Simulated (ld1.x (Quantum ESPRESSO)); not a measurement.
**Cutoff test, B, PAW**

```json
{
 "Element": "boron (B)",
 "Generator": "ld1.x (Quantum ESPRESSO) 7.5",
 "Type": "PAW",
 "Functional": "PBEsol",
 "Relativity": "scalar-relativistic",
 "Frozen core": "[He]",
 "Valence charge": "3",
 "Reference configuration": "2s2 2p1",
 "Partial waves": "2s (bound): rcut 1.30, rcutus 1.80 bohr; 2s channel at -0.25 Ry: rcut 1.30, rcutus 1.80 bohr; 2p (bound): rcut 3.50, rcutus 4.35 bohr; 2p channel at 4.9 Ry: rcut 3.50, rcutus 4.35 bohr",
 "Local potential": "all-electron potential smoothed inside 3.10 bohr (lloc = -1)",
 "Core correction": "Bessel-smoothed model core inside 0.95 bohr",
 "Augmentation charge": "PSQ, inside the norm-conserving radii"
}
```

The pseudo-atom Hamiltonian at the reference potential is diagonalised in spherical Bessel functions j_l(qr) that vanish at 20 bohr, with q² up to the cutoff. All-electron valence levels (Ry): 2s -0.6880, 2p -0.2613.

How do the lowest levels (Ry) of each channel move with the cutoff, and are there ghosts?

```tsv
cutoff (Ry)	s #1	p #1	p #2	d #1	d #2	f #1	f #2	Σ f·Δε (mRy)
8	-0.6875	-0.2613	0.0341	0.0670	0.1637	0.1132	0.2454	1.1
10	-0.6877	-0.2613	0.0341	0.0670	0.1637	0.1132	0.2454	0.6
12	-0.6879	-0.2613	0.0341	0.0670	0.1637	0.1132	0.2454	0.3
15	-0.6879	-0.2613	0.0341	0.0670	0.1637	0.1132	0.2454	0.2
400	-0.6880	-0.2613	0.0341	0.0670	0.1637	0.1132	0.2454	0.0
```

Result: no extra level below or beside the all-electron valence levels (s, p, d, f tested); 10 mRy is reached at 6 Ry and 1 mRy at 10 Ry.

Its largest configuration-test error is -334 meV.
